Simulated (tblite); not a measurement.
Record of a relaxation.

Compound: C6H10BClO.
Atom-mapped SMILES: `[Cl:1][CH2:2][C@H:3]1[CH2:4][CH2:5][CH:6]=[CH:7][BH:8][O:9]1` (hydrogens: H10, H11 on C2; H12 on C3; H13, H14 on C4; H15, H16 on C5; H17 on C6; H18 on C7; H19 on B8)

Computed with GFN2-xTB (tblite), gas phase: L-BFGS steps from a force-field or distance-geometry start until the largest atomic force falls under 0.01 eV/Å. 8 of its 83 geometries are shown.

Step 0: E = -756.0333 eV, largest atomic force 3.433 eV/Å
```
atom  x, y, z in Å  |  force x, y, z in eV/Å
Cl1    -2.828   -1.067   -0.742   -0.082  -0.127  -0.522
C2     -1.829    0.351   -0.469   -0.687   0.942   1.010
C3     -1.014    0.108    0.811   -1.946   0.653   1.231
C4     -0.132   -1.060    0.774    0.103  -2.868   1.668
C5      0.704   -1.280   -0.422    1.161  -0.380  -1.610
C6      1.795   -0.272   -0.594    0.525   0.235  -0.138
C7      1.744    1.039   -0.333   -0.520  -0.209  -0.087
B8      0.518    1.842    0.219   -0.273   0.014   1.877
O9     -0.439    1.303    1.189    1.705   1.793  -2.380
H10    -2.525    1.190   -0.183    0.482  -0.558  -0.593
H11    -1.215    0.667   -1.312   -0.096  -0.364  -0.067
H12    -1.801   -0.089    1.609    0.594   0.119  -0.421
H13    -0.801   -1.969    0.897    0.578   0.724  -0.173
H14     0.549   -1.112    1.662   -0.571   0.434  -0.415
H15     1.209   -2.255   -0.343   -0.233   0.086   0.047
H16     0.111   -1.337   -1.353    0.053   0.088   0.267
H17     2.739   -0.675   -0.965   -0.199  -0.053  -0.001
H18     2.669    1.589   -0.521   -0.379   0.016   0.012
H19     0.537    3.032    0.067   -0.213  -0.545   0.298
```

Step 12: E = -756.8191 eV, largest atomic force 0.278 eV/Å
```
atom  x, y, z in Å  |  force x, y, z in eV/Å
Cl1    -2.905   -1.109   -0.886    0.125   0.075   0.147
C2     -1.918    0.299   -0.431   -0.053  -0.094  -0.018
C3     -1.068    0.127    0.838   -0.039  -0.003  -0.110
C4     -0.131   -1.091    0.802   -0.044   0.028   0.075
C5      0.752   -1.287   -0.436   -0.167  -0.037   0.073
C6      1.836   -0.268   -0.607   -0.147  -0.135  -0.113
C7      1.751    1.034   -0.327    0.102  -0.142  -0.197
B8      0.592    1.862    0.304    0.152  -0.093   0.213
O9     -0.483    1.402    0.944   -0.022   0.018   0.013
H10    -2.589    1.152   -0.289   -0.003  -0.150  -0.039
H11    -1.233    0.520   -1.254   -0.136  -0.060  -0.014
H12    -1.698    0.026    1.738   -0.073  -0.057  -0.218
H13    -0.770   -1.974    0.903    0.003   0.056  -0.013
H14     0.501   -1.044    1.691    0.057   0.046  -0.009
H15     1.195   -2.288   -0.375    0.047   0.134   0.092
H16     0.119   -1.313   -1.329    0.034   0.097  -0.019
H17     2.744   -0.677   -1.044   -0.042   0.100   0.031
H18     2.637    1.606   -0.570    0.100   0.107   0.002
H19     0.659    3.033    0.320    0.105   0.109   0.102
```

Step 23: E = -756.9439 eV, largest atomic force 0.157 eV/Å
```
atom  x, y, z in Å  |  force x, y, z in eV/Å
Cl1    -2.876   -1.266   -0.764    0.008   0.027   0.060
C2     -1.966    0.236   -0.491   -0.004   0.055  -0.052
C3     -1.094    0.167    0.768   -0.107   0.078  -0.017
C4     -0.142   -1.031    0.803   -0.070  -0.003   0.141
C5      0.736   -1.248   -0.425   -0.080  -0.113   0.034
C6      1.822   -0.248   -0.657   -0.077  -0.085  -0.061
C7      1.804    1.045   -0.333   -0.031  -0.042  -0.013
B8      0.707    1.848    0.436   -0.089  -0.029   0.052
O9     -0.476    1.427    0.894    0.029   0.025   0.001
H10    -2.689    1.049   -0.383    0.043  -0.082  -0.049
H11    -1.353    0.410   -1.375    0.032   0.041  -0.005
H12    -1.778    0.084    1.632    0.139  -0.009  -0.023
H13    -0.757   -1.924    0.953    0.031   0.043  -0.058
H14     0.492   -0.924    1.684    0.067   0.074   0.052
H15     1.195   -2.233   -0.323    0.043  -0.068  -0.004
H16     0.097   -1.301   -1.312    0.060   0.000  -0.077
H17     2.683   -0.674   -1.164   -0.016   0.087  -0.064
H18     2.677    1.611   -0.635    0.053   0.039   0.071
H19     0.907    2.982    0.684   -0.030  -0.038   0.013
```

Step 35: E = -756.9640 eV, largest atomic force 0.088 eV/Å
```
atom  x, y, z in Å  |  force x, y, z in eV/Å
Cl1    -2.855   -1.286   -0.726   -0.028  -0.008  -0.033
C2     -1.962    0.233   -0.514    0.028  -0.008  -0.017
C3     -1.101    0.189    0.749    0.030  -0.037   0.028
C4     -0.140   -1.003    0.801    0.051  -0.019   0.002
C5      0.726   -1.266   -0.431    0.010   0.023  -0.004
C6      1.795   -0.253   -0.693   -0.028   0.032   0.006
C7      1.797    1.022   -0.300    0.018   0.018   0.006
B8      0.717    1.835    0.487    0.040   0.005  -0.027
O9     -0.491    1.448    0.894   -0.025  -0.001   0.014
H10    -2.696    1.034   -0.437   -0.009   0.030  -0.006
H11    -1.342    0.389   -1.395    0.024   0.008  -0.054
H12    -1.773    0.090    1.613   -0.061   0.026   0.058
H13    -0.745   -1.891    0.988   -0.010  -0.049  -0.005
H14     0.511   -0.855    1.664    0.034   0.030   0.023
H15     1.203   -2.241   -0.294   -0.001   0.019  -0.013
H16     0.100   -1.355   -1.324   -0.009  -0.034   0.017
H17     2.633   -0.638   -1.268   -0.064   0.001   0.014
H18     2.674    1.596   -0.585    0.003  -0.005  -0.009
H19     0.941    2.959    0.762   -0.002  -0.030   0.000
```

Step 47: E = -756.9701 eV, largest atomic force 0.053 eV/Å
```
atom  x, y, z in Å  |  force x, y, z in eV/Å
Cl1    -2.860   -1.273   -0.760    0.036   0.024   0.000
C2     -1.942    0.232   -0.530    0.007   0.006   0.004
C3     -1.103    0.182    0.751   -0.022  -0.016   0.009
C4     -0.133   -1.004    0.817    0.004   0.006   0.010
C5      0.715   -1.267   -0.425    0.012  -0.015   0.012
C6      1.763   -0.243   -0.715   -0.017   0.014  -0.025
C7      1.791    1.022   -0.294    0.000   0.003   0.001
B8      0.720    1.830    0.507   -0.021  -0.013   0.025
O9     -0.492    1.441    0.907   -0.016  -0.024  -0.005
H10    -2.666    1.045   -0.466    0.023   0.004  -0.007
H11    -1.306    0.380   -1.404    0.003   0.000   0.007
H12    -1.793    0.093    1.604   -0.016  -0.022   0.003
H13    -0.718   -1.902    1.030   -0.015   0.044  -0.018
H14     0.529   -0.825    1.667    0.010   0.002   0.003
H15     1.224   -2.224   -0.280   -0.020  -0.039   0.001
H16     0.073   -1.395   -1.303    0.024  -0.004   0.012
H17     2.576   -0.623   -1.327    0.000  -0.002   0.010
H18     2.670    1.590   -0.580   -0.011   0.024  -0.046
H19     0.942    2.949    0.794    0.020   0.008   0.004
```

Step 59: E = -756.9840 eV, largest atomic force 0.095 eV/Å
```
atom  x, y, z in Å  |  force x, y, z in eV/Å
Cl1    -2.799   -1.205   -0.887    0.047   0.018   0.016
C2     -1.837    0.257   -0.577    0.017   0.032   0.022
C3     -1.105    0.166    0.765   -0.016   0.056   0.008
C4     -0.120   -1.005    0.871   -0.067   0.028   0.023
C5      0.705   -1.298   -0.377   -0.014  -0.013   0.021
C6      1.681   -0.238   -0.762   -0.051   0.072  -0.034
C7      1.699    1.030   -0.349   -0.022   0.060  -0.007
B8      0.704    1.807    0.577   -0.014  -0.055  -0.009
O9     -0.495    1.413    1.017    0.016  -0.022  -0.087
H10    -2.526    1.102   -0.560   -0.011   0.003   0.004
H11    -1.133    0.382   -1.400    0.000   0.014   0.021
H12    -1.861    0.050    1.556    0.000  -0.008   0.012
H13    -0.685   -1.900    1.129   -0.035  -0.055   0.005
H14     0.551   -0.771    1.700    0.012  -0.040   0.011
H15     1.251   -2.229   -0.203    0.075  -0.025   0.011
H16     0.044   -1.496   -1.225   -0.011  -0.052  -0.034
H17     2.430   -0.582   -1.466    0.061  -0.034  -0.007
H18     2.511    1.634   -0.742   -0.004  -0.002   0.002
H19     0.975    2.896    0.924    0.018   0.024   0.021
```

Step 70: E = -756.9933 eV, largest atomic force 0.045 eV/Å
```
atom  x, y, z in Å  |  force x, y, z in eV/Å
Cl1    -2.740   -1.174   -0.945    0.010   0.013  -0.011
C2     -1.789    0.282   -0.586   -0.004  -0.008  -0.020
C3     -1.107    0.166    0.777    0.008   0.001  -0.016
C4     -0.132   -1.015    0.887   -0.007  -0.001   0.009
C5      0.700   -1.317   -0.356    0.022   0.032   0.014
C6      1.626   -0.229   -0.795    0.025   0.014  -0.004
C7      1.640    1.046   -0.400    0.003   0.021   0.020
B8      0.695    1.803    0.591    0.030   0.007   0.014
O9     -0.488    1.400    1.061    0.002   0.002   0.002
H10    -2.473    1.131   -0.590   -0.022  -0.007   0.026
H11    -1.050    0.412   -1.375   -0.006   0.002  -0.007
H12    -1.886    0.045    1.545    0.019   0.001   0.002
H13    -0.701   -1.909    1.147   -0.032  -0.025  -0.019
H14     0.540   -0.790    1.718   -0.007  -0.004   0.013
H15     1.305   -2.205   -0.146   -0.005   0.005   0.018
H16     0.047   -1.593   -1.191    0.019   0.006   0.017
H17     2.370   -0.571   -1.508   -0.019  -0.011  -0.029
H18     2.430    1.658   -0.828   -0.032  -0.029   0.000
H19     1.002    2.869    0.986   -0.005  -0.019  -0.028
```

Step 82: E = -756.9973 eV, largest atomic force 0.008 eV/Å
```
atom  x, y, z in Å  |  force x, y, z in eV/Å
Cl1    -2.706   -1.169   -0.977    0.004   0.003  -0.002
C2     -1.779    0.294   -0.587    0.000   0.006   0.003
C3     -1.103    0.169    0.779   -0.001  -0.001  -0.003
C4     -0.143   -1.024    0.893   -0.002  -0.002   0.001
C5      0.714   -1.320   -0.334   -0.002  -0.003   0.001
C6      1.615   -0.225   -0.804   -0.001  -0.002   0.002
C7      1.631    1.051   -0.415    0.002   0.001   0.003
B8      0.706    1.801    0.598   -0.006   0.003   0.002
O9     -0.476    1.396    1.072    0.000  -0.003  -0.001
H10    -2.478    1.131   -0.578   -0.007  -0.001   0.002
H11    -1.039    0.447   -1.371    0.001  -0.003   0.005
H12    -1.885    0.052    1.544    0.002   0.001  -0.006
H13    -0.733   -1.915    1.117    0.000  -0.002   0.004
H14     0.506   -0.824    1.749    0.003   0.002  -0.001
H15     1.339   -2.189   -0.099   -0.003   0.003  -0.003
H16     0.075   -1.630   -1.168    0.006   0.001   0.001
H17     2.332   -0.566   -1.546   -0.002   0.000  -0.001
H18     2.397    1.668   -0.874    0.006  -0.001  -0.005
H19     1.018    2.863    0.993    0.001  -0.002  -0.001
```

Problem. Summarise the path.

Solution. The energy falls by 0.9641 eV from step 0 to step 82; nine tenths of that is first reached at step 19. It falls at every step. The largest force goes from 3.433 to 0.008 eV/Å. Among the bonds B8–O9 changes most, from 1.465 to 1.336 Å; the atoms move by 0.391 Å rms after alignment.

Problem. Follow the three bonds and two angles with the largest change from start to end.

Solution. 
| step | E above end (eV) | largest force (eV/Å) | B8–O9 (Å) | C3–C4 (Å) | C4–C5 (Å) | C3–O9–B8 (°) | Cl1–C2–H11 (°) |
| --- | --- | --- | --- | --- | --- | --- | --- |
| 0 | 0.9641 | 3.433 | 1.465 | 1.464 | 1.475 | 114.2 | 115.7 |
| 4 | 0.3504 | 0.548 | 1.339 | 1.533 | 1.530 | 124.3 | 109.8 |
| 7 | 0.2600 | 0.479 | 1.343 | 1.534 | 1.527 | 125.6 | 108.4 |
| 11 | 0.1905 | 0.295 | 1.332 | 1.541 | 1.534 | 127.4 | 108.3 |
| 14 | 0.1470 | 0.281 | 1.336 | 1.528 | 1.526 | 128.6 | 108.4 |
| 18 | 0.1017 | 0.263 | 1.335 | 1.532 | 1.531 | 129.6 | 108.3 |
| 21 | 0.0677 | 0.263 | 1.337 | 1.532 | 1.530 | 129.9 | 107.5 |
| 25 | 0.0470 | 0.112 | 1.334 | 1.532 | 1.527 | 129.6 | 107.6 |
| 29 | 0.0407 | 0.074 | 1.333 | 1.534 | 1.529 | 129.1 | 108.4 |
| 32 | 0.0368 | 0.107 | 1.334 | 1.532 | 1.527 | 128.7 | 108.5 |
| 36 | 0.0324 | 0.072 | 1.334 | 1.533 | 1.529 | 128.4 | 108.1 |
| 39 | 0.0308 | 0.054 | 1.335 | 1.533 | 1.528 | 128.3 | 108.1 |
| 43 | 0.0290 | 0.042 | 1.333 | 1.533 | 1.527 | 128.6 | 108.0 |
| 46 | 0.0276 | 0.050 | 1.334 | 1.533 | 1.528 | 128.5 | 108.1 |
| 50 | 0.0252 | 0.069 | 1.335 | 1.533 | 1.527 | 128.2 | 108.3 |
| 53 | 0.0228 | 0.087 | 1.334 | 1.533 | 1.528 | 128.1 | 108.2 |
| 57 | 0.0168 | 0.113 | 1.336 | 1.533 | 1.524 | 126.7 | 108.3 |
| 61 | 0.0107 | 0.080 | 1.335 | 1.535 | 1.525 | 126.0 | 107.8 |
| 64 | 0.0079 | 0.069 | 1.335 | 1.535 | 1.526 | 125.9 | 108.1 |
| 68 | 0.0053 | 0.067 | 1.336 | 1.536 | 1.526 | 125.8 | 108.6 |
| 71 | 0.0035 | 0.044 | 1.335 | 1.536 | 1.526 | 125.7 | 108.2 |
| 75 | 0.0013 | 0.045 | 1.336 | 1.535 | 1.526 | 125.6 | 108.1 |
| 78 | 0.0003 | 0.034 | 1.336 | 1.535 | 1.526 | 125.6 | 108.1 |
| 82 | 0.0000 | 0.008 | 1.336 | 1.535 | 1.526 | 125.7 | 108.2 |

The cost below is that of the whole relaxation. On one thread, Arm Neoverse N1 (aarch64), no GPU, on a shared host, this took 1.2 s of wall time.
